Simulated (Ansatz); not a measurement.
B2(Cl)4 (B2Cl4). Total charge 0; triplet. Geometry PBE0-D4/def2-SVP, that of the neutral singlet; atoms count from 1.

```xyz
6

B     0.824    0.148   -0.125
Cl    1.381    0.799   -1.648
Cl    1.985   -0.197    1.135
B    -0.824   -0.148    0.126
Cl   -1.886    1.147    0.627
Cl   -1.480   -1.749   -0.115
```

At PBE0-D4/def2-TZVP a singlet of charge 0 lies 4.14 eV below the triplet at the same geometry.

**Question.** Estimate the Mulliken populations from the PBE0/def2-TZVP orbitals of Ansatz.

**Answer.** 
| atom | charge (e) | spin (α − β) |
| --- | --- | --- |
| B1 | 0.07 | 0.62 |
| Cl2 | -0.04 | 0.19 |
| Cl3 | -0.04 | 0.19 |
| B4 | 0.07 | 0.62 |
| Cl5 | -0.04 | 0.19 |
| Cl6 | -0.04 | 0.19 |
Mulliken values depend strongly on the basis.

**Question.** Where does the spin sit?

**Answer.** Summed by element: B 1.24, Cl 0.76, of 2 unpaired in all. Largest on single atoms: B1 0.62, B4 0.62, Cl5 0.19.

**Question.** And the Mayer bond orders between heavy atoms (over 0.3)?

**Answer.** B1–Cl2 1.26 (1.75 Å); B1–Cl3 1.26 (1.75 Å); B1–B4 0.95 (1.69 Å); B4–Cl5 1.26 (1.75 Å); B4–Cl6 1.26 (1.75 Å).
